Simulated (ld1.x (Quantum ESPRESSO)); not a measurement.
rhenium (Re), TM: configuration errors across variants

Re, norm-conserving Troullier–Martins (Kleinman–Bylander form), made with ld1.x (Quantum ESPRESSO) 7.5 (PBEsol, scalar-relativistic). Core [Xe] 4f14, reference 5d6 6s1 6p0. Waves: 6s (bound): rc 2.50 bohr; 5d (bound): rc 2.60 bohr; 5f channel at 0.05 Ry: rc 2.90 bohr; 6p (bound, empty): rc 3.50 bohr. Local part: the p channel. Core correction: a·sin(br)/r model core inside 1.55 bohr.

All-electron excitation energies from the reference (eV): (1) 5d5 6s2 6p0 -0.950; (2) 5d5 6s1 6p0 8.342; (3) 5d5 6s0 6p0 24.686; (4) 5d4 6s0 6p0 51.843; (5) 5d5.5 6s1.5 6p0 -0.565; (6) 5d6 6s0 6p0 8.483; (7) 5d5 6s1 6p1 3.892.

A true bound ghost makes a file unfit for plane-wave use even where its test errors are small: the radial tests pick states by their node count and pass the ghost by.

Errors AE − PS in meV (a dash: test not solved or not reliable):

| change | (1) | (2) | (3) | (4) | (5) | (6) | (7) | bound ghosts |
| --- | --- | --- | --- | --- | --- | --- | --- | --- |
| base | -58 | -64 | -146 | -588 | -13 | -19 | -81 | none |
| wave 6p (bound): rc 3.50 bohr becomes 6p (bound): rc 2.36 bohr | -59 | -60 | -110 | -484 | -12 | -17 | -49 | s |
| wave 6p (bound): rc 3.50 bohr becomes 6p (bound): rc 2.52 bohr | -70 | -80 | -128 | -539 | -15 | -17 | -78 | s |
| wave 6p (bound): rc 3.50 bohr becomes 6p (bound): rc 3.26 bohr | -59 | -65 | -146 | -585 | -13 | -19 | -84 | none |
| wave 6p (bound): rc 3.50 bohr becomes 6p (bound): rc 3.58 bohr | -58 | -63 | -147 | -590 | -13 | -18 | -80 | none |
| wave 6p (bound): rc 3.50 bohr becomes 6p (bound): rc 3.90 bohr | -56 | -60 | -150 | -602 | -13 | -18 | -74 | none |
| wave 6p (bound): rc 3.50 bohr becomes 6p (bound): rc 4.20 bohr | -54 | -55 | -155 | -618 | -13 | -18 | -66 | none |
| wave 6p (bound): rc 3.50 bohr becomes 6p (bound): rc 4.58 bohr | -50 | -45 | -165 | -644 | -12 | -19 | -51 | none |
| wave 6p (bound): rc 3.50 bohr becomes 6p (bound): rc 5.02 bohr | -45 | -35 | -173 | -662 | -11 | -19 | -37 | none |
| wave 6p (bound): rc 3.50 bohr becomes 6p (bound): rc 5.24 bohr | -41 | -26 | -177 | -672 | -11 | -20 | -28 | none |

Q: Give the same row for: wave 6p (bound): rc 3.50 bohr becomes 6p (bound): rc 2.88 bohr.

A: -56, -59, -144, -583, -13, -18, -77; bound ghosts: none.
